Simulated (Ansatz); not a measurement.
Species: C₈H₇Al, SMILES `[CH]1=c2ccccc2=[CH][AlH]1` (charge 0, multiplicity 1).

Task: Give a relaxed geometry from PBE-D3(BJ)/def2-SVP (Ansatz, a first-principles code).

Result: the end point of this relaxation (outside a Z-matrix the atoms follow the SMILES, hydrogens last).
Z-matrix (Å, degrees):
```
C
C 1 1.3771
H 2 1.1012 1 118.70
C 1 1.4598 2 123.95 3 0.04
C 4 1.3655 1 121.70 2 -180.00
H 5 1.1011 4 120.18 1 -179.98
H 4 1.1013 5 120.73 6 0.02
C 5 1.4562 6 118.74 4 -179.99
C 8 1.3655 5 121.08 6 179.99
H 8 1.1011 9 120.18 5 179.99
H 9 1.1013 8 120.73 10 -0.02
C 9 1.4598 11 117.57 8 -179.99
C 12 1.3771 9 123.95 11 -0.02
H 13 1.1012 12 118.70 9 -0.04
Al 2 1.9626 3 136.89 1 -179.91
H 15 1.5981 2 133.25 3 -0.07
```
